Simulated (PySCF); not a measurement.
Isomers of C5H6OS. Computed with TDDFT wB97X-D/def2-SVPD, vertical, gas phase, core orbitals frozen in the response in PySCF 2.14.0, density-fitted response routines. Geometries: GFN2-xTB; one conformer of each isolated species. Triplets are in the Tamm–Dancoff approximation.

A. `CSC1=COC=C1`
B. `SCc1ccco1`
C. `OCc1cccs1`

Lowest singlet levels (six at most, fewer where fewer were computed) with oscillator strengths:

1. 218 nm (f 0.135); 210 nm (f 0.082); 201 nm (f 0.007); 196 nm (f 0.001); 180 nm (f 0.010); 179 nm (f 0.004); T1 3.79 eV
2. 233 nm (f 0.054); 212 nm (f 0.307); 203 nm (f 0.015); 190 nm (f 0.012); 183 nm (f 0.008); 178 nm (f 0.006); T1 3.87 eV
3. 232 nm (f 0.000); 217 nm (f 0.058); 203 nm (f 0.008); 196 nm (f 0.009); 190 nm (f 0.033); 183 nm (f 0.352); T1 4.00 eV

Problem. Match each spectrum to its molecule.

Solution. 1 = C, 2 = B, 3 = A.
- A: S1 at 5.35 eV, HOMO→LUMO+1 (72%), HOMO→LUMO+9 (8%); Löwdin shares by element: HOMO sulfur 42%, carbon 34% or more, oxygen 7% (atoms not listed hold the other 17%); LUMO carbon 52% or more, oxygen 19% (atoms not listed hold the other 29%); HOMO -7.82 and LUMO 1.89 eV; point group Cs, 1 of its 6 listed states under f = 0.0005.
- B: S1 at 5.33 eV, HOMO→LUMO (47%), HOMO-1→LUMO (26%), HOMO-1→LUMO+1 (9%); Löwdin shares by element: HOMO carbon 55% or more, sulfur 21% (atoms not listed hold the other 24%); LUMO sulfur 28%, carbon 25% or more, oxygen 11% (atoms not listed hold the other 36%); HOMO -8.21 and LUMO 1.40 eV.
- C: S1 at 5.69 eV, HOMO→LUMO (94%); Löwdin shares by element: HOMO carbon 81% or more (atoms not listed hold the other 19%); LUMO carbon 52% or more, sulfur 22% (atoms not listed hold the other 26%); HOMO -8.76 and LUMO 1.03 eV.
A and B have S1 within 0.03 eV of each other; their strongest listed levels stand at 6.79 eV (f 0.352) and 5.86 eV (f 0.307).
